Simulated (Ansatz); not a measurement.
Basis-set extrapolation for AlFH$_{4}$OSi, SMILES `O[SiH2][AlH][F]` (PBE0-D4/def2-TZVP geometry, frozen core, Ansatz 0.2.0). Multiplicity 1, RHF reference.

|  | def2-TZVPP | def2-QZVPP |
| --- | --- | --- |
| HF | -707.692560 | -707.717926 |
| MP2 correlation | -0.691027 | -0.751410 |
| CCSD(T) correlation | -0.744481 | not run |

Energies in hartree. Use E(X) = E(∞) + A·exp(−7.88·√X) for Hartree–Fock and E(X) = E(∞) + B·X^(−2.97) for correlation, with X = 3 and 4, and add CCSD(T) minus MP2 of the smaller set to the MP2 limit.

Problem. What is the CCSD(T) energy at the basis-set limit?

Solution. HF limit: -707.717926 + (-0.025366) × 0.13774 = -707.72142. MP2 limit: -0.751410 + (-0.060383) × 0.74074 = -0.79614. Higher-order term: -0.744481 − (-0.691027) = -0.05345. Total: -708.57101 hartree, 84.1 kcal/mol below CCSD(T)/def2-TZVPP.
